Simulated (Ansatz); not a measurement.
BrCdH (SMILES [Br][CdH]) moved off its minimum; all values from Ansatz (a quantum-chemistry and plane-wave program), cores frozen in correlated methods. Elements past Kr take the def2 small-core potentials, without spin–orbit coupling.
(charge 0, multiplicity 1)
```xyz
3

Cd     0.0057    -0.0256    -1.0320
H      0.1159    -0.0050    -2.6222
Br    -0.1076    -0.0265     1.4278
```

Forces at HF/def2-TZVPP (eV/Å):

```tsv
atom	Fx	Fy	Fz
Cd1	-0.062	0.003	1.476
H2	0.076	0.006	-1.444
Br3	-0.014	-0.008	-0.032
```

### Question
Give the forces (eV/Å), the total energy and the dipole at CCSD(T)/def2-TZVPPD.

### Answer

```csv
atom,Fx,Fy,Fz
Cd1,-0.039,0.009,1.244
H2,0.037,-0.001,-0.865
Br3,0.002,-0.008,-0.379
```
Energy -2740.5338 hartree, dipole 2.48 D.
